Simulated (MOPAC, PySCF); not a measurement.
H3Sb, SMILES `[SbH3]`, neutral singlet in the gas phase. 

Z-matrix (Å, degrees):
```
Sb
H 1 1.7075
H 1 1.7075 2 91.40
H 1 1.7075 2 91.40 3 91.43
```
Charge 0, multiplicity 1.

All levels are single points at this geometry (PBE0-D3(BJ)/def2-TZVP); Pople sets use spherical d functions. Orbital energies aren't observables, and empty levels follow the basis.

PBE-D3(BJ)/def2-TZVP in PySCF gives gap (eV) = 5.63.

### Question
Estimate the gap (eV) from each of these levels: TPSSh-D3(BJ)/def2-TZVP in PySCF; B3LYP/6-311+G** (LANL2DZ on Sb) in PySCF; B3LYP/LANL2DZ in PySCF; PBE/6-31G* (LANL2DZ on Sb) in PySCF; HF/6-31G* (LANL2DZ on Sb) in PySCF; AM1 in MOPAC; PM6 in MOPAC; PM7 in MOPAC.

### Answer

```json
[
 {"level": "TPSSh-D3(BJ)/def2-TZVP in PySCF", "gap (eV)": "6.53"},
 {"level": "B3LYP/6-311+G** (LANL2DZ on Sb) in PySCF", "gap (eV)": "6.92"},
 {"level": "B3LYP/LANL2DZ in PySCF", "gap (eV)": "7.15"},
 {"level": "PBE/6-31G* (LANL2DZ on Sb) in PySCF", "gap (eV)": "5.63"},
 {"level": "HF/6-31G* (LANL2DZ on Sb) in PySCF", "gap (eV)": "12.66"},
 {"level": "AM1 in MOPAC", "gap (eV)": "10.70"},
 {"level": "PM6 in MOPAC", "gap (eV)": "12.81"},
 {"level": "PM7 in MOPAC", "gap (eV)": "12.08"}
]
```
